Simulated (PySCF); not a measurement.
4-chloroindole, C₈H₆ClN.
Structure used (PBE0-D3(BJ)/def2-SVP), in Å, numbered top down from 1:
```xyz
16
C8H6ClN angstrom
Cl    -0.7639    3.3958    0.2489
C     -0.8798    1.6693    0.1587
C     -2.1171    1.0528    0.0639
C     -2.2057   -0.3499   -0.0085
C     -1.0745   -1.1524    0.0125
C      0.1665   -0.5142    0.1084
N      1.4360   -1.0297    0.1499
C      2.3473   -0.0062    0.2462
C      1.6908    1.1971    0.2702
C      0.2945    0.8994    0.1832
H     -3.0196    1.6654    0.0460
H     -3.1927   -0.8119   -0.0827
H     -1.1526   -2.2402   -0.0440
H      1.6645   -2.0121    0.1138
H      3.4142   -0.2167    0.2913
H      2.1407    2.1838    0.3411
```

Method used: TDDFT PBE0/def2-SVPD, vertical, gas phase, core orbitals frozen in the response in PySCF.

Broadening: Gaussians 0.5 eV wide at half height, area fixed by f = 4.319×10⁻⁹ ∫ε dν̃. The width is an assumption, not a result. The curve ends short of the highest state used, and states not computed would add to its high-energy end.

| λ (nm) | ε (L mol⁻¹ cm⁻¹) |
| --- | --- |
| 219.5 | 3810 |
| 222.6 | 1747 |
| 225.8 | 751 |
| 228.9 | 388 |
| 232.1 | 355 |
| 235.2 | 563 |
| 238.4 | 1029 |
| 241.5 | 1751 |
| 244.7 | 2775 |
| 247.8 | 3967 |
| 251.0 | 5254 |
| 254.1 | 6361 |
| 257.3 | 7158 |
| 260.4 | 7465 |
| 263.6 | 7266 |
| 266.7 | 6638 |
| 269.9 | 5682 |
| 273.0 | 4619 |
| 276.2 | 3532 |
| 279.3 | 2592 |
| 282.5 | 1796 |
| 285.6 | 1205 |
| 288.8 | 766 |
| 291.9 | 476 |
| 295.1 | 281 |
| 298.2 | 163 |
| 301.4 | 90 |
| 304.6 | 49 |
| 307.7 | 26 |
| 310.9 | 13 |

Problem. Where are the band maxima, and which computed states make them?

Solution. 261 nm (4.76 eV), ε about 7500, made up of S1 (91%) (ε in L mol⁻¹ cm⁻¹; maxima over ε = 5, shares over 10%). At its high-energy end, 5.65 eV, the curve is still rising (ε about 3900, from S5). The states used: S1 4.74 eV (f 0.126); S2 4.92 eV (f 0.017); S3 5.68 eV (f 0.0027); S4 5.89 eV (f 0.0000); S5 6.07 eV (f 0.445); S6 6.25 eV (f 0.290).

Problem. On this curve, what absorbance would a 10⁻⁵ mol/L sample give at 254 nm over a 1 cm path?

Solution. 254 nm is 4.881 eV, where ε is about 6300 L mol⁻¹ cm⁻¹, so A = ε c l ≈ 0.063 (Beer–Lambert, with the gas-phase spectrum and the assumed width).

Problem. Coming from long wavelengths, where does ε first pass 100 L mol⁻¹ cm⁻¹?

Solution. At about 301 nm (4.12 eV), 0.62 eV below S1.

Problem. What would ε be at 4.76 eV, the highest of these maxima, with half the width (0.25 eV)?

Solution. About 13900 L mol⁻¹ cm⁻¹ against 7470, a factor of about 1.9; a lone state at its own centre would give exactly 2.

Rough CPU time on one thread of a shared machine: about 3 min (with the writing of density and orbital grids).
